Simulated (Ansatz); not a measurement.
A nudged elastic band was laid between two geometries of C2H7GaO2 (12 atoms, charge 0, multiplicity 1).

The calculation used RKS B3LYP-D4/def2-SVP (Ansatz 0.2.0).

| Quantity | Value |
| --- | --- |
| movable images | 5 |
| climbing image | yes |
| spring | 5.0 eV/Å² |
| optimiser | quadratic models (default) |
| start path | IDPP |
| force threshold | 0.05 eV/Å |
| iteration limit | 60 |
| end points | relaxed |

Initial state:

```xyz
12
Properties=species:S:1:pos:R:3
C -0.707 0.956 1.511
O 0.405 1.330 0.752
C 0.384 0.806 -0.559
Ga 0.666 -1.173 -0.634
O 0.095 -1.905 -2.176
H -0.803 -0.152 1.587
H -0.586 1.362 2.526
H -1.656 1.340 1.083
H 1.214 1.277 -1.111
H -0.549 1.076 -1.096
H 1.351 -2.121 0.423
H 0.263 -2.852 -2.271
```

Final state:

```xyz
12
Properties=species:S:1:pos:R:3
C -0.714 0.928 1.472
O 0.397 1.297 0.708
C 0.408 0.707 -0.575
Ga 0.761 -1.273 -0.506
O 0.275 -2.326 -1.884
H -0.781 -0.177 1.598
H -0.615 1.383 2.468
H -1.667 1.268 1.016
H 1.236 1.173 -1.138
H -0.523 0.934 -1.136
H 1.493 -2.076 0.622
H -0.191 -1.892 -2.610
```

(1) What changes between the two ends?

(2) Give the energies along the band, and the barrier.

(3) What is the geometry of the highest image?

Results:

(1) No bond is made or broken. The dihedral C3–Ga4–O5–H12 changes from 176 to -3° by way of a nearly straight angle Ga4–O5–H12 (up to 178°), not by a turn about the bond.

(2) The run converged. The highest image is number 3 of 0 to 6, 33.2 kJ/mol above the first end and 29.7 kJ/mol above the last; the last end lies 3.5 kJ/mol above the first. A vibrational analysis at the climbing image gives 2 clearly imaginary modes (622i, 363i cm⁻¹): a point of higher order, so a lower path passes nearby.

```json
{"image": "0", "path coordinate (Å)": "0.00", "energy (kJ/mol)": "0.0", "angle Ga4–O5–H12 (°)": "115"}
{"image": "1", "path coordinate (Å)": "0.29", "energy (kJ/mol)": "2.7", "angle Ga4–O5–H12 (°)": "124"}
{"image": "2", "path coordinate (Å)": "0.59", "energy (kJ/mol)": "18.6", "angle Ga4–O5–H12 (°)": "149"}
{"image": "3", "path coordinate (Å)": "0.88", "energy (kJ/mol)": "33.2", "angle Ga4–O5–H12 (°)": "178"}
{"image": "4", "path coordinate (Å)": "1.18", "energy (kJ/mol)": "18.9", "angle Ga4–O5–H12 (°)": "146"}
{"image": "5", "path coordinate (Å)": "1.48", "energy (kJ/mol)": "5.2", "angle Ga4–O5–H12 (°)": "123"}
{"image": "6", "path coordinate (Å)": "1.78", "energy (kJ/mol)": "3.5", "angle Ga4–O5–H12 (°)": "116"}
```

(3) 
```xyz
12
Properties=species:S:1:pos:R:3
C -0.739 1.000 1.475
O 0.368 1.367 0.706
C 0.385 0.753 -0.566
Ga 0.764 -1.214 -0.483
O 0.297 -2.142 -1.902
H -0.795 -0.103 1.621
H -0.647 1.474 2.463
H -1.696 1.320 1.012
H 1.200 1.222 -1.143
H -0.554 0.941 -1.127
H 1.481 -2.040 0.645
H 0.014 -2.634 -2.666
```

Time of the run: 2.1 min on 2 threads of Arm Neoverse V1, with other jobs on the host, peak memory 0.31 GiB.
